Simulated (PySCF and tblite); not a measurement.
The numbers below are computed, except where a source is named.
System: C₅H₉BOSi, numbered as in [CH3:1][BH:2][c:3]1[cH:4][c:5]([SiH3:6])[cH:7][o:8]1.

For the rotation about the B2–C3 bond (torsion C1–B2–C3–C4 from -180° to 0°, rising): electronic barrier 13.84 kcal/mol, zero-point change -0.69 kcal/mol, thermal and entropy terms at 298.15 K a further 0.24 kcal/mol (symmetry numbers apart). The minimum is Cs, the saddle C1. Geometries: GFN2-xTB; energies: PBE0/pcSseg-1 + D3(BJ); zero-point and thermal terms from GFN2-xTB harmonic modes (soft modes blended into free rotors). Rates follow Eyring's equation with the number of equivalent paths and no tunnelling. (PySCF 2.14 with density fitting, tblite 0.8.)

How many equivalent paths lead out of the minimum?

2: the symmetry number of the minimum is 1, that of the saddle displaced along its mode 1, and the displaced saddle is chiral while the minimum is not, which doubles the count.

Work out the rate at 298.15 K.

ΔG‡ = 13.39 kcal/mol; k_B T/h = 6.2×10¹² s⁻¹; exp(−ΔG‡/RT) = 1.5×10⁻¹⁰; times 2 gives k = 1900 s⁻¹. Wigner's tunnelling factor for the 157i cm⁻¹ mode would be 1.02.
